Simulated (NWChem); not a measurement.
System: BeHCl; SMILES [Cl][BeH]

NWChem input:

```
start job
memory heap 200 mb stack 900 mb global 1100 mb
geometry units angstroms noautoz
  Be     0.000000     0.000000    -1.300052
  H      0.000000     0.000000    -2.635533
  Cl     0.000000     0.000000     0.526685
end
basis spherical
  Be library def2-svp
  H library def2-svp
  Cl library def2-svp
end
dft
  xc xpbe96 cpbe96
  iterations 150
  mulliken
end
task dft energy
```

Coordinates come from a PBE-D3(BJ)/def2-SVP optimisation.

Question: Predict the main results of this run. (PBE/def2-SVP.) Quantities: energy (Ha); highest occupied level (eV); orbital gap (eV); dipole (D).

Answer: energy (Ha): -475.21
highest occupied level (eV): -8.13
orbital gap (eV): 6.82
dipole (D): 0.26
